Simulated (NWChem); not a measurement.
NaOH; SMILES [Na][OH]

All runs: NWChem. Structure relaxed at the PBE0/def2-SVP level. Core excitations by TDA in a window of 1s orbitals, non-relativistic and unshifted: absolute energies depend strongly on the exact-exchange share.

For level O K edge, B3LYP/cc-pVTZ:

first 1s excitation (eV): 514.0
first state with f > 0.002 (eV): 515.8
dipole oscillator strength of that state: 0.0033

Estimate the same quantities for level O K edge, BHandHLYP/def2-TZVP.


| Quantity | Value |
|---|---|
| first 1s excitation (eV) | 527.8 |
| first state with f > 0.002 (eV) | 529.5 |
| dipole oscillator strength of that state | 0.0076 |
